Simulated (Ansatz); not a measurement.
Cost and result for the atomization energy of CH$_{5}$BOZn (`CO[BH][ZnH]`) (9 atoms, 8 bonds).

```xyz
9

C     0.9755    0.4565    1.2565
O     0.0209   -0.2803    0.5132
B    -0.3235    0.0459   -0.7479
Zn   -1.7486   -1.1376   -1.7164
H     0.4989    0.8400    2.1609
H     1.7892   -0.2116    1.5457
H     1.3720    1.2880    0.6670
H     0.2285    1.0141   -1.2288
H    -2.8129   -2.0153   -2.4502
```

Charge 0, multiplicity 1. For Zn the d shell is correlated and the shells below it are frozen. Scalar relativity is left out up to krypton. All single points use the PBE0-D4/def2-TZVP geometry. It is one conformer, not always the lowest. Program: Ansatz. All runs use 4 threads of a server CPU on a shared host. Times are those of one run each, without the atoms' runs, and a repeat can differ threefold. Electronic energies, without spin–orbit coupling; frozen cores. CCSD(T)/CBS adds CCSD(T) − MP2 in def2-TZVPP to the MP2 limit, and its time is that of the two runs behind it. T1 = 0.016. With those shells the extrapolation isn't a true limit. HSE06 is the plane-wave form, built on full-range PBE exchange.

CCSD(T)/CBS is a level of theory with its own doubt, some kJ/mol a heavy atom from the limit and from the frozen cores, so smaller differences don't rank the functionals.

```
                             level  functions  wall time  atomization (kJ/mol)  difference from CCSD(T)/CBS  per bond
            LDA (SPW92)/def2-TZVPP        227      2.6 s                3386.7                        451.6      56.4
                BLYP-D4/def2-TZVPP        227      3.6 s                2934.2                         -0.9      -0.1
   PBE-D4/def2-TZVPP (with forces)        227      3.8 s                3001.0                         65.9       8.2
                PBE0-D4/def2-TZVPP        227      4.6 s                2952.1                         17.0       2.1
               HSE06-D4/def2-TZVPP        227      5.5 s                2954.0                         18.9       2.4
r2SCAN-D4/def2-TZVPP (with forces)        227        6 s                2974.7                         39.6       5.0
           CAM-B3LYP-D4/def2-TZVPP        227        6 s                2972.1                         37.0       4.6
                  CCSD(T)/def2-SVP         98       11 s                2808.3                       -126.8     -15.9
                ωB97X-V/def2-TZVPP        227       12 s                2963.5                         28.4       3.5
               PBE-QIDH/def2-TZVPP        227       12 s                2936.2                          1.1       0.1
                    MP2/def2-QZVPP        421       35 s                2962.6                         27.5       3.4
                CCSD(T)/def2-TZVPP        227    2.8 min                2871.1                        -64.0      -8.0
                 CCSD(T)/CBS(def2)          –    3.4 min                2935.1                          0.0       0.0
```

In def2-TZVPP, CCSD(T) changes the Hartree–Fock value by +700.3 kJ/mol (the triples alone add +40.8 kJ/mol) and MP2 by +753.2 kJ/mol; breaking electron pairs costs correlation energy, which Hartree–Fock lacks. From BLYP to BHLYP (50 % exact exchange), in def2-TZVPP and without D4, the atomization energy moves by −57.3 kJ/mol: exact exchange takes away binding that semilocal exchange gives to molecules. At CCSD(T), def2-SVP lies −126.8 kJ/mol from the extrapolated value and def2-TZVPP −64.0 kJ/mol: correlation converges slowly with the basis, and small sets miss more of it in the bonded molecule than in its fragments.
